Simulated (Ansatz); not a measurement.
`N=[CH][GaH][NH2]` + H₂ → `[NH2][GaH2]` + `C=N` at 600 K and 1 bar (hydrogenolysis of a Ga–C bond).

Calculated with Ansatz (gas phase, PBE0-D4/def2-TZVP geometries, no zero-point term in ΔE). CCSD(T)/CBS is the MP2 limit (def2-TZVPP, def2-QZVPP) plus CCSD(T) − MP2 in def2-TZVPP, frozen cores. This one scheme is used for every species. For Ga outer-core shells are correlated without core-valence functions, which leaves a few kJ/mol of doubt a bond. Scalar relativity is left out up to krypton. One conformer a species, not always the lowest.

```
           species  CCSD(T)/CBS energy (Eh)  H − E (kJ/mol)  S (J/(mol·K))
`N=[CH][GaH][NH2]`              -2074.39078           220.3          413.8
                H₂                 -1.17544            43.9          150.8
     `[NH2][GaH2]`              -1981.05479           138.9          317.7
             `C=N`                -94.52360           129.6          259.4
```

H − E and S are ideal-gas, rigid-rotor, harmonic terms from PBE0-D4/def2-TZVP, for one conformer and one mirror image of each species. For small species the MP2-based limit differs from directly extrapolated CCSD(T) by up to some mEh (0.8 for H₂); such offsets cancel only in part. 1 Eh = 2625.50 kJ/mol, R = 8.31446 J/(mol·K).

Problem. By hand: ΔE, ΔH, ΔS and ΔG.

Solution. ΔE = (-1981.05479) + (-94.52360) − (-2074.39078) − (-1.17544) = -0.01217 Eh = -32.0 kJ/mol. Δ(H − E) = 138.9 + 129.6 − 220.3 − 43.9 = 4.3, so ΔH = -27.7 kJ/mol. ΔS = 317.7 + 259.4 − 413.8 − 150.8 = 12.5 J/(mol·K). ΔG = -27.7 − 600 × (12.5)/1000 = -35.2 kJ/mol.

Problem. By hand: the equilibrium constant, and the temperature at which ΔG would vanish if ΔH and ΔS stayed fixed.

Solution. log₁₀ K = −ΔG/(RT ln 10) = 3.1. ΔH and −TΔS have one sign here, so there is no such temperature.

The number of gas molecules stays the same, so ΔS is small and ΔH decides. A doubt of 5 kJ/mol in ΔE shifts log₁₀ K by 0.4 here. Other conformers and mirror images would add mixing entropy, several J/(mol·K) or more a flexible species. These are equilibria of isolated gas molecules and say nothing of rates. Largest T1 diagnostic: 0.014 (customary marks: 0.02 for closed shells, 0.045 for open ones).

ΔS is within the doubt of such terms, so its sign, and with it that verdict, could turn.
